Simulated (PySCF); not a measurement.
C2H6AuClS, multiplicity 1. Atoms are numbered in the order given.

```xyz
11

Au     0.4049     0.0897     0.0000
Cl     2.6596    -0.2920     0.0000
C     -2.5541    -0.4907    -1.3989
S     -1.9057     0.4852     0.0000
C     -2.5541    -0.4907     1.3989
H     -2.2113    -1.5317    -1.3367
H     -3.6520    -0.4368    -1.3910
H     -2.1649    -0.0281    -2.3151
H     -2.2113    -1.5317     1.3367
H     -2.1649    -0.0281     2.3151
H     -3.6520    -0.4368     1.3910
```
Charge 0, spin multiplicity 1.

The structure is a stationary point at B3LYP-D3(BJ)/def2-SVP. The multiplicity is an assumed one; other spin states were not compared. The isomer is the one that the SMILES or the coordinates give; other isomers of the formula were not compared. The def2 effective core potentials stand for the cores of Au; spin–orbit coupling is left out.

These are B3LYP-D3(BJ)/def2-SVP in PySCF values and carry that method's errors.

Frequencies are harmonic and unscaled.

Estimate the vibrational spectrum. (The exact figures need the calculation; the answer reports its results.)


| mode | ν (cm⁻¹) | IR (km/mol) | moving atoms (share of kinetic energy) |
|---|---|---|---|
| 1 | 70 | 0.3 | Cl 46 %, C 24 %, Au 17 %, H 11 % |
| 2 | 74 | 0.7 | Cl 47 %, Au 23 %, C 19 %, H 9 % |
| 3 | 169 | 1.0 | C 46 %, H 20 %, Au 16 %, S 13 % |
| 4 | 174 | 0.1 | H 35 %, C 29 %, S 21 %, Au 11 % |
| 5 | 195 | 0.0 | H 81 %, C 14 % |
| 6 | 203 | 0.1 | H 95 % |
| 7 | 268 | 0.3 | S 36 %, C 33 %, H 28 % |
| 8 | 294 | 0.3 | S 67 %, H 13 %, C 11 % |
| 9 | 358 | 26.8 | Cl 81 %, Au 18 % |
| 10 | 674 | 1.6 | C 62 %, S 25 %, H 13 % |
| 11 | 724 | 0.0 | C 55 %, S 35 %, H 10 % |
| 12 | 915 | 1.3 | H 85 %, C 14 % |
| 13 | 959 | 0.3 | H 84 %, C 16 % |
| 14 | 994 | 19.4 | H 79 %, C 16 % |
| 15 | 1045 | 18.3 | H 72 %, C 22 % |
| 16 | 1322 | 0.1 | H 86 %, C 14 % |
| 17 | 1347 | 4.8 | H 86 %, C 14 % |
| 18 | 1434 | 5.0 | H 96 % |
| 19 | 1442 | 11.2 | H 95 % |
| 20 | 1446 | 21.1 | H 96 % |
| 21 | 1451 | 6.8 | H 96 % |
| 22 | 3050 | 13.1 | H 98 % |
| 23 | 3053 | 3.1 | H 98 % |
| 24 | 3162 | 2.2 | H 90 %, C 10 % |
| 25 | 3166 | 0.7 | H 90 %, C 10 % |
| 26 | 3177 | 0.3 | H 90 %, C 10 % |
| 27 | 3178 | 0.6 | H 90 %, C 10 % |
